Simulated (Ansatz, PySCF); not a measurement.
Gas-phase reaction in SMILES: [Cl][Rb] -> [Cl][Rb] as doublet, charge -1 (an electron is taken up)
Geometries: B3LYP-D3(BJ)/def2-TZVP minima from Ansatz (a quantum-chemistry and plane-wave program). A spin state is the lowest found, not a proven ground state.

Property: adiabatic electron affinity (0 K, with B3LYP-D3(BJ) harmonic zero-point energies from PySCF), positive where the reaction releases energy, in eV. Correlated levels leave the core frozen unless marked. Open shells are spin-unrestricted. No spin-orbit coupling. Frozen are the shells of the preceding noble gas and the d and f shells that filled before the atom's block. The outer core of K, Ca and their heavier congeners is not correlated, a term that matters for these elements. In def2 rows, elements after Kr have scalar-relativistic effective core potentials. STO-3G rows are all-electron and non-relativistic. Anions need diffuse functions: def2-D sets add few; the other sets have none. CBS(X,Y): correlation extrapolated as X^-3; Hartree-Fock from the larger set.

```tsv
level	program	adiabatic electron affinity (eV)
PBE-D3(BJ)/def2-TZVPD	Ansatz + dftd3	0.66
BLYP-D3(BJ)/def2-TZVPD	Ansatz + dftd3	0.58
BLYP-D4/def2-TZVPD	Ansatz + dftd4	0.58
revPBE/def2-TZVPD	Ansatz	0.65
r2SCAN/def2-TZVPD	Ansatz	0.56
r2SCAN-D4/def2-TZVPD	Ansatz + dftd4	0.56
B97M-V/def2-TZVPD	Ansatz	0.57
B3LYP-D4/def2-TZVPD	Ansatz + dftd4	0.68
BHLYP-D3(BJ)/def2-TZVPD	Ansatz + dftd3	0.55
BHLYP-D4/def2-TZVPD	Ansatz + dftd4	0.56
r2SCANh/def2-TZVPD	Ansatz	0.56
wB97M-V/def2-TZVPD	Ansatz	0.40
wB97X-V/def2-TZVPD	Ansatz	0.51
CCSD/def2-TZVPPD	Ansatz	0.48
CCSD/def2-QZVPP	Ansatz	0.47
CCSD/def2-QZVPPD	Ansatz	0.48
CCSD(T)/STO-3G	Ansatz	-6.56
CCSD(T)/def2-TZVPP	Ansatz	0.46
CCSD(T)/def2-TZVPPD	Ansatz	0.48
CCSD(T)/CBS(def2-TZVPPD,def2-QZVPPD)	Ansatz	0.48
```
